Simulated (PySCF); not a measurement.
**UHF on Ag (silver, neutral)**

Configuration: [Kr] 4d10 5s1, 2S determinant. Computed with PySCF 2.14 in cc-pVDZ-PP with ECP28MDF, with a scalar-relativistic core potential.

| Property | Result |
| --- | --- |
| Total energy | -146.054086 hartree |
| One-electron energy | -261.3000 hartree |
| Hartree (Coulomb) energy | 128.5850 hartree |
| Exchange energy | -13.3391 hartree |
| ⟨S²⟩ | 0.7518 |
| ⟨L²⟩ | 0.000 |
| Sum of ⟨r⟩ | 25.38 bohr |
| Sum of ⟨r²⟩ | 45.76 bohr² |
| Time after the integrals | 0.11 s of wall time on 1 thread of AMD EPYC 7B13 (shared host) |

| shell | electrons | mean orbital energy (hartree) | rms radius, mean of both spins (bohr) |
| --- | --- | --- | --- |
| 4s α | 1 | -4.35409 | 0.984 |
| 4s β | 1 | -4.35377 | 0.984 |
| 4p β | 3 | -2.80479 | 1.08 |
| 4p α | 3 | -2.80072 | 1.08 |
| 4d α | 5 | -0.50597 | 1.53 |
| 4d β | 5 | -0.50321 | 1.53 |
| 5s α | 1 | -0.23794 | 3.64 |

Energies and moments cover only the electrons outside the core potential.
